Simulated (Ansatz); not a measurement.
Ansatz results at the PBE0-D4/def2-TZVP geometry: LUMO energy (B3LYP/def2-TZVPP) -0.99 eV; HOMO energy (PBE0/def2-TZVPP) -8.13 eV; size of the dipole moment (B3LYP/def2-TZVPP) 1.26 D.

Each molecule was computed in one conformer, which needn't be the lowest.

Problem. Which molecule gave them?
A. `CBSCC`
B. `CC(C)BS`
C. `CBCSC`
D. `CB[SiH3]`

Solution. B. The others give `CBSCC`: -0.81, -7.40, 1.21; `CB[SiH3]`: -2.02, -7.92, 1.20; `CBCSC`: -1.05, -6.22, 1.14.

B3LYP here is the variant with VWN-RPA as its local correlation; programs differ in this.
